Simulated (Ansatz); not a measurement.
Basis-set extrapolation for `CC(F)S[SiH3]` (PBE0-D4/def2-TZVP geometry, frozen core, Ansatz). Multiplicity 1, RHF reference.

|  | def2-TZVPP | def2-QZVPP |
| --- | --- | --- |
| HF | -865.825345 | -865.853636 |
| MP2 correlation | -0.899610 | -0.971742 |
| CCSD(T) correlation | -0.992056 | not run |

Energies in hartree. Use E(X) = E(∞) + A·exp(−7.88·√X) for Hartree–Fock and E(X) = E(∞) + B·X^(−2.97) for correlation, with X = 3 and 4, and add CCSD(T) minus MP2 of the smaller set to the MP2 limit.

Q: What is the CCSD(T) energy at the basis-set limit?

A: HF limit: -865.853636 + (-0.028291) × 0.13774 = -865.85753. MP2 limit: -0.971742 + (-0.072132) × 0.74074 = -1.02517. Higher-order term: -0.992056 − (-0.899610) = -0.09245. Total: -866.97515 hartree, 4.29 eV below CCSD(T)/def2-TZVPP.
